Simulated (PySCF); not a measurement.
**Electron correlation in Zn(11+) (zinc, charge +11)**

Starting occupation: [Ar] 3d1, 3d5/2 with m_j = +5/2. Calculation: PySCF 2.14, in an even-tempered Gaussian basis (17 s from 0.76 bohr⁻², ratio 2.8; 12 p from 0.98 bohr⁻², ratio 2.8; 8 d from 0.98 bohr⁻², ratio 2.8; 4 f from 2.9 bohr⁻², ratio 3); X2C-1e with screened-nucleus spin-orbit coupling, Gaussian nucleus. Frozen: [Ne]; 9 electrons correlated; the 76 highest virtual spinors left out.

MP2 pair energies summed by pair of shells (mhartree):

| pair | energy | share (%) |
| --- | --- | --- |
| 3p-3p | -207.66 | 64.3 |
| 3d-3p | -52.00 | 16.1 |
| 3p-3s | -45.63 | 14.1 |
| 3s-3s | -10.21 | 3.2 |
| 3d-3s | -7.32 | 2.3 |

Total MP2 correlation energy: -322.82 mhartree.

The GHF reference relaxed away from the jj start to a determinant that is no pure jj level (⟨S²⟩ = 0.75, ⟨J²⟩ = 8.75); the energies belong to that determinant.
